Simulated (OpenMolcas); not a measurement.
A calculation on Mo²⁺.

- Program: OpenMolcas 26.06
- Method: SS-CASPT2, IPEA 0.25 Eh, imaginary shift 0.1 Eh (closed shells correlated: 4s 4p)
- Basis: ANO-RCC-VQZP [8s7p5d3f2g1h]
- Scalar Hamiltonian: DKH2, point nucleus
- Active space: 4 electrons in 5 orbitals (4d)
- State averaging: 2S+1 = 5 even, 5 roots; 2S+1 = 3 even, 45 roots; 2S+1 = 1 even, 50 roots
- Spin-orbit coupling: state interaction with AMFI integrals over the reference wave functions, term energies averaged over their components

(1) Which level of the active space comes out lowest?

(2) How high does 4d⁴ ³F₂(1) lie?

(3) How high does 4d⁴ ³P₁(1) lie?

(4) How high does 4d⁴ ³F₃(1) lie?

Measured values: Sugar and Musgrove, J. Phys. Chem. Ref. Data 17, 155 (1988).

Results:

(1) 4d⁴ ⁵D₀, with 98 % of that term; it is also the measured ground level.

(2) 1.804 eV above the lowest level; measured 1.7269 eV above the ground level, so the calculation is off by +4 %.

(3) 1.602 eV above the lowest level; measured 1.5511 eV above the ground level, so the calculation is off by +3 %.

(4) 1.801 eV above the lowest level; measured 1.7294 eV above the ground level, so the calculation is off by +4 %.

CASPT2 does not keep the components of a term degenerate, so their means are used; among the terms shown or strongly mixed into the levels shown the widest spread is 170 cm-1 (4d⁴ ³F(1)). Levels of configurations with an s electron are missing; early in the row they begin among the upper levels of the d shell and mix with terms of their name. Computed and measured levels are paired by configuration, term and J; levels that our copy of the source lacks, or whose pairing is in doubt (as where it misses far off the trend of its configuration), stay unpaired and out of the deviations. Levels of configurations outside the active space are missing.

A number in round brackets counts repeated terms of one configuration in the order of the reference energies.
